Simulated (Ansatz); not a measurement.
Job for Ansatz (a first-principles code): U-PBE/def2-TZVPP on CH5NSn (SMILES [CH3][Sn][NH2]), a point of a bond scan (R = 0.808 Å). Elements past Kr take the def2 small-core potentials; no spin–orbit coupling.

Ansatz 0.2 input:
```yaml
crystal:
  periodic: [false, false, false]
  atoms:
    - {symbol: Sn, position_ang: [-0.21022964, -0.00431139, 0.35481240]}
    - {symbol: C, position_ang: [0.84464248, 1.52169881, -0.85795269]}
    - {symbol: H, position_ang: [0.79413401, 2.50952072, -0.39962444]}
    - {symbol: H, position_ang: [0.39648323, 1.57259830, -1.85320643]}
    - {symbol: H, position_ang: [1.89426564, 1.23930290, -0.96980639]}
    - {symbol: N, position_ang: [0.23482637, -1.48863841, -0.95978615]}
    - {symbol: H, position_ang: [0.65842403, -1.39077148, -1.64106133]}
    - {symbol: H, position_ang: [-0.04936391, -2.44927177, -0.84038326]}
basis:
  gaussian:
    orbitals: def2-TZVPP
hamiltonian:
  xc: {name: PBE}
magnetization: {spin_polarized: true, initial_magnetization: 0}
```

The head of its log:

```
WARN ansatz: RAYON_NUM_THREADS=1 ignored (pool sized by the plan → 1); use --threads N
Functional definition: PBE
integrals: 0.08 GiB planned
1018 factors; their error is unknown
mean field: 0.79 GiB planned
mean field evaluation 1: about -8412.4550 eV, gradient 7.6e1 eV
mean field evaluation 2: about -8302.7690 eV, gradient 1.4e2 eV
```

Predict the final total energy.

-310.0360 hartree.
